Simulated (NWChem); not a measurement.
AlHOBr$_{2}$; SMILES [OH][Al]([Br])[Br]

```xyz
5

Al    -0.0580     0.0000     0.7334
Br    -1.9355     0.0000    -0.4715
Br     1.9418     0.0000    -0.2802
O     -0.2032     0.0000     2.4144
H      0.5174     0.0000     3.0471
```
Atoms are numbered in this order, from 1.

Level: PBE0/def2-SVP (NWChem), optimised geometry, unscaled harmonic frequencies. This build's default masses of Se (78.918 u) and Br (79.917 u) are each other's, which moves their modes by up to 0.6 %.

Question: List the harmonic frequencies with IR intensities, and the thermochemistry.

Answer: 
| frequency (cm⁻¹) | IR intensity (km/mol) |
|---|---|
| 103 | 3.4 |
| 176 | 10.6 |
| 210 | 21.7 |
| 317 | 11.1 |
| 343 | 141.8 |
| 492 | 93.9 |
| 576 | 305.6 |
| 912 | 102.0 |
| 3982 | 144.2 |

The zero-point energy is 10.2 kcal/mol. The thermal correction to the enthalpy at 298.15 K (with zero-point energy) is 14.5 kcal/mol. The heat capacity Cv is 17.7 cal/(mol K) and the entropy at 298.15 K and 1 atm (symmetry number 1) is 82.9 cal/(mol K). The dipole moment is 1.77 D.

Rigid rotor and harmonic oscillator.
